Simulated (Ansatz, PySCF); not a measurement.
This Ansatz (a first-principles code) input computes a PBE/def2-TZVPD energy:

Ansatz 0.2 input:
```yaml
crystal:
  periodic: [false, false, false]
  atoms:
    - {symbol: Ga, position_ang: [-0.00080611, -0.28750897, 0.00089471]}
    - {symbol: O, position_ang: [-0.00546492, -1.94912209, 0.00606552]}
    - {symbol: O, position_ang: [0.68809235, 1.52959427, -0.03631499]}
    - {symbol: O, position_ang: [-0.67950373, 1.53362507, 0.02678248]}
basis:
  gaussian:
    orbitals: def2-TZVPD
hamiltonian:
  xc: {name: PBE}
magnetization: {spin_polarized: true, initial_magnetization: 1}
output: {forces: true}
```

Problem. Write an input for the same energy in PySCF and say what it gives.

Solution. 
```python
from pyscf import gto, scf, dft

mol = gto.M(
    atom='''
    Ga   -0.00080611   -0.28750897    0.00089471
    O    -0.00546492   -1.94912209    0.00606552
    O     0.68809235    1.52959427   -0.03631499
    O    -0.67950373    1.53362507    0.02678248
    ''',
    basis='def2-tzvpd',
    charge=0,
    spin=1,
    verbose=4,
)

mf = dft.UKS(mol, xc='pbe').density_fit(auxbasis='def2-universal-jkfit')
mf.grids.level = 3
mf.conv_tol = 1e-9
mf.max_cycle = 100
mf.max_memory = 1500
mf.kernel()
if not mf.converged:
    mf = mf.newton()
    mf.kernel(mf.make_rdm1())
for _ in range(2):
    mo, _, stable, _ = mf.stability(return_status=True)
    if stable:
        break
    mf.kernel(mf.make_rdm1(mo, mf.mo_occ))
mf.analyze()
```
It gives -2149.97712 Eh, and Ansatz -2149.97706 Eh, a difference of 0.06 mEh, from the treatment of integrals and grids.

It need not be the lowest isomer of its formula.
